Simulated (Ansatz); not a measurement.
C2H4F2Sn (SMILES C=[CH][SnH]([F])[F]), singlet, at a GFN2-xTB geometry (such geometries of metal compounds can be far from the true shape) (all electrons, no relativity), with bond 7-4 at 2.4 times its length; SC-NEVPT2/STO-3G, CASSCF(4,5) in Ansatz (a first-principles code).

The Ansatz input:
Ansatz 0.2 input:
```yaml
crystal:
  periodic: [false, false, false]
  atoms:
    - {symbol: Sn, position_ang: [0.24440200, -0.17502348, 0.20571034]}
    - {symbol: F, position_ang: [1.18460279, 1.48625021, 0.68366984]}
    - {symbol: F, position_ang: [1.31080484, -0.79921972, -1.32547870]}
    - {symbol: C, position_ang: [-1.66820179, 0.43059859, -0.60838959]}
    - {symbol: C, position_ang: [-2.84391387, 0.05716201, -0.15749759]}
    - {symbol: H, position_ang: [0.64882605, -1.26462261, 1.48167653]}
    - {symbol: H, position_ang: [-1.33114937, 2.03140493, -2.62690035]}
    - {symbol: H, position_ang: [-2.97655098, -0.60685032, 0.68016513]}
    - {symbol: H, position_ang: [-3.75058672, 0.41520728, -0.62631987]}
basis:
  gaussian:
    orbitals: STO-3G
magnetization: {spin_polarized: false}
correlation: {method: sc_nevpt2, electrons: all, active_space: {window: {electrons: 4, orbitals: 5}}}
```

Question: Write the output that Ansatz gives for this input, abridged.

Answer: 
```
Functional definition: HF
702 factors; integrals over basis functions are off by at most 3.3e-5 eV
mean field evaluation 1: about -169685.8806 eV, gradient 3.2e1 eV
mean field evaluation 2: about -169685.9473 eV, gradient 3.2e1 eV
mean field evaluation 4: about -169693.3361 eV, gradient 7.4e0 eV
mean field evaluation 8: about -169693.5563 eV, gradient 1.4e-1 eV
mean field -169693.55645160 eV, -6236.1231771726 hartree, gradient 6.2e-6 eV, S^2 0.000000; 0 other end points of the search recorded, 0 dependent functions left out; unrestricted orbitals would lower it
reference -169693.55645160 eV, -6236.1231771726 hartree; 42, 42 occupied and 9, 9 virtual orbitals, 702 factors
state -169699.42757235 eV, -6236.3389368803 hartree
state -169699.42757235 eV, -6236.3389368803 hartree; corrected -169703.15417200 eV, -6236.4758868917 hartree
Total energy: -169703.15417200 eV, -6236.4758868917 hartree
```
